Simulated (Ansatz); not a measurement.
# Molecular dynamics of FH3InNO

input.yaml

```yaml
crystal:
  periodic: [false, false, false]
  atoms:
    - { symbol: "N", position_ang: [-0.132136, -0.670659, -1.506657] }
    - { symbol: In, position_ang: [-0.098683, 0.000772, 0.392784] }
    - { symbol: O, position_ang: [0.252306, 1.84715, 1.031634] }
    - { symbol: F, position_ang: [-0.662188, -1.219427, 1.826004] }
    - { symbol: H, position_ang: [0.014078, -1.673996, -1.591306] }
    - { symbol: H, position_ang: [0.505973, -0.192466, -2.138143] }
    - { symbol: H, position_ang: [0.12064, 1.908635, 1.985684] }
basis:
  gaussian: { orbitals: def2-SVP }
hamiltonian:
  xc: pbe0
  dispersion: d4
md:
  timestep: 0.5
  n_steps: 133
  ensemble: nve
  temperature: 1000.0
  initial_velocities: maxwell_boltzmann
  seed: 439039
  masses: [{ species: H, mass: 3.016 }]
scf:
  lower_state_search: "off"
```

Command:

```bash
$ ansatz run input.yaml --threads 1 --pin off --max-ram 2048MiB --backend cpu --events-out ev --progress --plain --runs-dir out
```

It starts from a relaxed structure.

Output, in part (one step line in 3, the closing report, with atoms numbered from 0):

```
md step     0: t =     0.00 fs  T =  1000.0 K  F+E_penalty+E_count = -11466.08589863 eV  E_kin = 0.646300 eV  conserved = -11465.43959864 eV  (14 SCF iters)
md step     3: t =     1.50 fs  T =   956.2 K  F+E_penalty+E_count = -11466.05737554 eV  E_kin = 0.618020 eV  conserved = -11465.43935550 eV  (22 SCF iters)
md step     6: t =     3.00 fs  T =   868.1 K  F+E_penalty+E_count = -11466.00011389 eV  E_kin = 0.561076 eV  conserved = -11465.43903741 eV  (23 SCF iters)
md step     9: t =     4.50 fs  T =   797.2 K  F+E_penalty+E_count = -11465.95433786 eV  E_kin = 0.515262 eV  conserved = -11465.43907538 eV  (23 SCF iters)
md step    12: t =     6.00 fs  T =   741.7 K  F+E_penalty+E_count = -11465.91865620 eV  E_kin = 0.479380 eV  conserved = -11465.43927667 eV  (23 SCF iters)
md step    15: t =     7.50 fs  T =   666.0 K  F+E_penalty+E_count = -11465.86971331 eV  E_kin = 0.430414 eV  conserved = -11465.43929918 eV  (23 SCF iters)
md step    18: t =     9.00 fs  T =   567.8 K  F+E_penalty+E_count = -11465.80602017 eV  E_kin = 0.366954 eV  conserved = -11465.43906579 eV  (23 SCF iters)
md step    21: t =    10.50 fs  T =   494.6 K  F+E_penalty+E_count = -11465.75850522 eV  E_kin = 0.319682 eV  conserved = -11465.43882297 eV  (23 SCF iters)
md step    24: t =    12.00 fs  T =   491.3 K  F+E_penalty+E_count = -11465.75650949 eV  E_kin = 0.317549 eV  conserved = -11465.43896008 eV  (23 SCF iters)
md step    27: t =    13.50 fs  T =   529.0 K  F+E_penalty+E_count = -11465.78125535 eV  E_kin = 0.341917 eV  conserved = -11465.43933815 eV  (23 SCF iters)
md step    30: t =    15.00 fs  T =   536.0 K  F+E_penalty+E_count = -11465.78576424 eV  E_kin = 0.346405 eV  conserved = -11465.43935916 eV  (23 SCF iters)
md step    33: t =    16.50 fs  T =   506.6 K  F+E_penalty+E_count = -11465.76642002 eV  E_kin = 0.327404 eV  conserved = -11465.43901574 eV  (23 SCF iters)
md step    36: t =    18.00 fs  T =   502.1 K  F+E_penalty+E_count = -11465.76342409 eV  E_kin = 0.324489 eV  conserved = -11465.43893471 eV  (23 SCF iters)
md step    39: t =    19.50 fs  T =   539.3 K  F+E_penalty+E_count = -11465.78772246 eV  E_kin = 0.348521 eV  conserved = -11465.43920123 eV  (23 SCF iters)
md step    42: t =    21.00 fs  T =   570.2 K  F+E_penalty+E_count = -11465.80789583 eV  E_kin = 0.368543 eV  conserved = -11465.43935291 eV  (23 SCF iters)
md step    45: t =    22.50 fs  T =   565.6 K  F+E_penalty+E_count = -11465.80472149 eV  E_kin = 0.365525 eV  conserved = -11465.43919624 eV  (23 SCF iters)
md step    48: t =    24.00 fs  T =   556.5 K  F+E_penalty+E_count = -11465.79858982 eV  E_kin = 0.359676 eV  conserved = -11465.43891357 eV  (23 SCF iters)
md step    51: t =    25.50 fs  T =   596.5 K  F+E_penalty+E_count = -11465.82445642 eV  E_kin = 0.385549 eV  conserved = -11465.43890779 eV  (23 SCF iters)
md step    54: t =    27.00 fs  T =   683.0 K  F+E_penalty+E_count = -11465.88071353 eV  E_kin = 0.441432 eV  conserved = -11465.43928163 eV  (23 SCF iters)
md step    57: t =    28.50 fs  T =   743.8 K  F+E_penalty+E_count = -11465.92024428 eV  E_kin = 0.480728 eV  conserved = -11465.43951641 eV  (23 SCF iters)
md step    60: t =    30.00 fs  T =   736.4 K  F+E_penalty+E_count = -11465.91518887 eV  E_kin = 0.475942 eV  conserved = -11465.43924723 eV  (23 SCF iters)
md step    63: t =    31.50 fs  T =   711.6 K  F+E_penalty+E_count = -11465.89889979 eV  E_kin = 0.459929 eV  conserved = -11465.43897093 eV  (23 SCF iters)
md step    66: t =    33.00 fs  T =   722.3 K  F+E_penalty+E_count = -11465.90597104 eV  E_kin = 0.466800 eV  conserved = -11465.43917094 eV  (23 SCF iters)
md step    69: t =    34.50 fs  T =   734.5 K  F+E_penalty+E_count = -11465.91420329 eV  E_kin = 0.474737 eV  conserved = -11465.43946629 eV  (23 SCF iters)
md step    72: t =    36.00 fs  T =   690.4 K  F+E_penalty+E_count = -11465.88569495 eV  E_kin = 0.446233 eV  conserved = -11465.43946167 eV  (23 SCF iters)
md step    75: t =    37.50 fs  T =   587.3 K  F+E_penalty+E_count = -11465.81877958 eV  E_kin = 0.379582 eV  conserved = -11465.43919746 eV  (23 SCF iters)
md step    78: t =    39.00 fs  T =   476.6 K  F+E_penalty+E_count = -11465.74694188 eV  E_kin = 0.308019 eV  conserved = -11465.43892290 eV  (23 SCF iters)
md step    81: t =    40.50 fs  T =   411.3 K  F+E_penalty+E_count = -11465.70478716 eV  E_kin = 0.265848 eV  conserved = -11465.43893879 eV  (23 SCF iters)
md step    84: t =    42.00 fs  T =   388.1 K  F+E_penalty+E_count = -11465.69002273 eV  E_kin = 0.250813 eV  conserved = -11465.43920955 eV  (23 SCF iters)
md step    87: t =    43.50 fs  T =   356.1 K  F+E_penalty+E_count = -11465.66946443 eV  E_kin = 0.230149 eV  conserved = -11465.43931578 eV  (23 SCF iters)
md step    90: t =    45.00 fs  T =   297.1 K  F+E_penalty+E_count = -11465.63104996 eV  E_kin = 0.191989 eV  conserved = -11465.43906085 eV  (15 SCF iters)
md step    93: t =    46.50 fs  T =   259.7 K  F+E_penalty+E_count = -11465.60670731 eV  E_kin = 0.167871 eV  conserved = -11465.43883670 eV  (15 SCF iters)
md step    96: t =    48.00 fs  T =   284.9 K  F+E_penalty+E_count = -11465.62318812 eV  E_kin = 0.184137 eV  conserved = -11465.43905078 eV  (16 SCF iters)
md step    99: t =    49.50 fs  T =   331.7 K  F+E_penalty+E_count = -11465.65378746 eV  E_kin = 0.214386 eV  conserved = -11465.43940125 eV  (24 SCF iters)
md step   102: t =    51.00 fs  T =   331.8 K  F+E_penalty+E_count = -11465.65386155 eV  E_kin = 0.214447 eV  conserved = -11465.43941417 eV  (23 SCF iters)
md step   105: t =    52.50 fs  T =   280.8 K  F+E_penalty+E_count = -11465.62060853 eV  E_kin = 0.181499 eV  conserved = -11465.43910965 eV  (15 SCF iters)
md step   108: t =    54.00 fs  T =   237.3 K  F+E_penalty+E_count = -11465.59225260 eV  E_kin = 0.153360 eV  conserved = -11465.43889293 eV  (15 SCF iters)
md step   111: t =    55.50 fs  T =   243.7 K  F+E_penalty+E_count = -11465.59654393 eV  E_kin = 0.157527 eV  conserved = -11465.43901683 eV  (16 SCF iters)
md step   114: t =    57.00 fs  T =   277.1 K  F+E_penalty+E_count = -11465.61838485 eV  E_kin = 0.179111 eV  conserved = -11465.43927337 eV  (16 SCF iters)
md step   117: t =    58.50 fs  T =   288.1 K  F+E_penalty+E_count = -11465.62549432 eV  E_kin = 0.186172 eV  conserved = -11465.43932199 eV  (15 SCF iters)
md step   120: t =    60.00 fs  T =   270.2 K  F+E_penalty+E_count = -11465.61368850 eV  E_kin = 0.174649 eV  conserved = -11465.43903980 eV  (16 SCF iters)
md step   123: t =    61.50 fs  T =   280.6 K  F+E_penalty+E_count = -11465.62014733 eV  E_kin = 0.181358 eV  conserved = -11465.43878968 eV  (16 SCF iters)
md step   126: t =    63.00 fs  T =   363.6 K  F+E_penalty+E_count = -11465.67405774 eV  E_kin = 0.234990 eV  conserved = -11465.43906726 eV  (23 SCF iters)
md step   129: t =    64.50 fs  T =   466.2 K  F+E_penalty+E_count = -11465.74078100 eV  E_kin = 0.301290 eV  conserved = -11465.43949083 eV  (23 SCF iters)
md step   132: t =    66.00 fs  T =   508.8 K  F+E_penalty+E_count = -11465.76827125 eV  E_kin = 0.328831 eV  conserved = -11465.43944036 eV  (23 SCF iters)
md step   133: t =    66.50 fs  T =   508.3 K  F+E_penalty+E_count = -11465.76785444 eV  E_kin = 0.328518 eV  conserved = -11465.43933659 eV  (23 SCF iters)
Total energy: -11465.76789246 eV, -421.3591982712 hartree
Atom 0 at     0.273983    -0.814060    -1.378827 Å, force    -0.853162    -0.759037     0.446254 eV/Å
Atom 1 at    -0.184708     0.033388     0.398711 Å, force     0.533441    -0.242879     1.236236 eV/Å
Atom 2 at     0.500197     1.800178     1.036083 Å, force     0.429219    -0.731208    -0.698582 eV/Å
Atom 3 at    -0.509045    -1.406468     1.746835 Å, force    -0.130884     0.628309    -0.338746 eV/Å
Atom 4 at    -0.500762    -1.486816    -1.580051 Å, force     0.852151     0.712149    -0.259964 eV/Å
Atom 5 at     0.272568    -0.043407    -2.028409 Å, force    -0.168822     0.063649    -0.885924 eV/Å
Atom 6 at    -0.021939     2.424071     1.520475 Å, force    -0.661944     0.329016     0.500725 eV/Å
Dipole moment:    -0.534829     0.476455    -0.527691 e Å
```

The run went to its last step. The conserved energy stayed within 0.12 meV per atom of its start (net change 0.037 meV per atom), so the integration is sound. A run of 0.067 ps of so small a system gives no equilibrium averages.

The same pairs are bonded in the first frame and the last. Pairs count as bonded within 1.25 times the sum of covalent radii (0.12 Å more for H–H).

Last frame:

```xyz
7
Properties=species:S:1:pos:R:3
N 0.274 -0.814 -1.379
In -0.185 0.033 0.399
O 0.500 1.800 1.036
F -0.509 -1.407 1.747
H -0.501 -1.487 -1.580
H 0.273 -0.043 -2.028
H -0.022 2.424 1.520
```

Time of the run: 7.1 min on 1 thread of Intel(R) Xeon(R) Platinum 8259CL CPU @ 2.50GHz (Skylake/Cascade Lake), on a shared host, peak memory 0.17 GiB.
